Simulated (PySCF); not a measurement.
**C⁺ (carbon, charge +1) across methods**

[He] 2s2 2p1, 2P determinant. All numbers are calculated (PySCF 2.14, the non-relativistic Hamiltonian (point nucleus), in def2-QZVPPD).

```
 method  E (hartree)  mean ε 2s α (eV)  mean ε 2s β (eV)  mean ε 2p α (eV)  Σ⟨r²⟩ (bohr²)   ⟨S²⟩
 r2SCAN     -37.4060           -26.639           -24.892           -18.647          8.022  0.755
r2SCAN0     -37.4091           -28.436           -26.306           -20.329          8.011  0.755
 revPBE     -37.4260           -26.164           -24.711           -17.954          8.056  0.752
   TPSS     -37.4454           -26.576           -24.864           -18.422          7.997  0.753
    PBE     -37.3744           -26.161           -24.698           -17.954          8.062  0.752
   PW91     -37.4051           -26.224           -24.739           -18.051          8.056  0.752
    UHF    -37.29672           -33.306           -29.590           -24.881          8.051  0.757
   PBE0     -37.3841           -28.138           -26.232           -19.796          8.031  0.753
    LDA     -37.0405           -26.107           -24.595           -17.809          8.126  0.751
```
